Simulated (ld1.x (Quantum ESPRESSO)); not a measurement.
## u(r) = r·R(r): atom against pseudo-atom (Zn)

Columns: radius, all-electron u(r) and pseudo u(r) of the 3p shell (level -83.40 eV) of zinc in the configuration [Ne] 3s2 3p6 3d10 4s2 4p0; PBE, scalar-relativistic, RRKJ scheme, ld1.x (Quantum ESPRESSO) 7.5.

```json
{"r (bohr)": "0.042", "all-electron": "0.2863", "pseudo": "-0.0109"}
{"r (bohr)": "0.085", "all-electron": "0.5992", "pseudo": "-0.0456"}
{"r (bohr)": "0.128", "all-electron": "0.6690", "pseudo": "-0.1067"}
{"r (bohr)": "0.170", "all-electron": "0.5311", "pseudo": "-0.1940"}
{"r (bohr)": "0.212", "all-electron": "0.2727", "pseudo": "-0.3090"}
{"r (bohr)": "0.255", "all-electron": "-0.0408", "pseudo": "-0.4521"}
{"r (bohr)": "0.298", "all-electron": "-0.3506", "pseudo": "-0.6127"}
{"r (bohr)": "0.340", "all-electron": "-0.6200", "pseudo": "-0.7752"}
{"r (bohr)": "0.382", "all-electron": "-0.8431", "pseudo": "-0.9301"}
{"r (bohr)": "0.425", "all-electron": "-1.0193", "pseudo": "-1.0677"}
{"r (bohr)": "0.467", "all-electron": "-1.1423", "pseudo": "-1.1721"}
{"r (bohr)": "0.510", "all-electron": "-1.2233", "pseudo": "-1.2431"}
{"r (bohr)": "0.552", "all-electron": "-1.2651", "pseudo": "-1.2779"}
{"r (bohr)": "0.595", "all-electron": "-1.2769", "pseudo": "-1.2835"}
{"r (bohr)": "0.638", "all-electron": "-1.2641", "pseudo": "-1.2661"}
{"r (bohr)": "0.680", "all-electron": "-1.2335", "pseudo": "-1.2336"}
{"r (bohr)": "0.722", "all-electron": "-1.1899", "pseudo": "-1.1899"}
{"r (bohr)": "0.765", "all-electron": "-1.1359", "pseudo": "-1.1359"}
{"r (bohr)": "0.807", "all-electron": "-1.0772", "pseudo": "-1.0772"}
{"r (bohr)": "0.850", "all-electron": "-1.0137", "pseudo": "-1.0137"}
{"r (bohr)": "0.892", "all-electron": "-0.9502", "pseudo": "-0.9502"}
{"r (bohr)": "0.935", "all-electron": "-0.8853", "pseudo": "-0.8853"}
{"r (bohr)": "0.977", "all-electron": "-0.8231", "pseudo": "-0.8231"}
{"r (bohr)": "1.020", "all-electron": "-0.7613", "pseudo": "-0.7613"}
{"r (bohr)": "1.062", "all-electron": "-0.7036", "pseudo": "-0.7036"}
{"r (bohr)": "1.105", "all-electron": "-0.6474", "pseudo": "-0.6474"}
```

Task: How many radial nodes do the two functions have?

Result: The all-electron 3p function has n − l − 1 = 1; the pseudo-wave has 0, since the states of the same l below it are removed with the core.

Task: At about which radius was the pseudo-wave matched?

Result: 0.70 bohr, where the columns begin to agree (steps of 0.04 bohr).

Task: Is the pseudo-wave norm-conserving?

Result: Yes: the RRKJ scheme keeps the norm inside the radius equal to the all-electron one, which fixes the energy derivative of the logarithmic derivative at the level.
